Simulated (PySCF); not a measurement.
Vertical excitations of a molecule CH4Cl2OSi2 from TDA-PBE/def2-SVPD in PySCF, as energy in eV (oscillator strength): 5.33 (0.022), 5.40 (0.000), 5.58 (0.003), 5.62 (0.003), 5.63 (0.003), 5.69 (0.021), 5.91 (0.079), 6.09 (0.046), 6.19 (0.046), 6.36 (0.003). Lowest triplet (TDA): 4.83 eV. The structure is a stationary point at PBE0-D3(BJ)/def2-SVP. Other conformers were not sampled.

Problem. Which structure fits?
A) Cl[Si]1(Cl)C[SiH2]O1
B) O=C[SiH2][SiH](Cl)Cl
C) Cl[Si]1(Cl)OC[SiH2]1
D) Cl[Si]1(Cl)CO[SiH2]1

Solution. D, Cl[Si]1(Cl)CO[SiH2]1
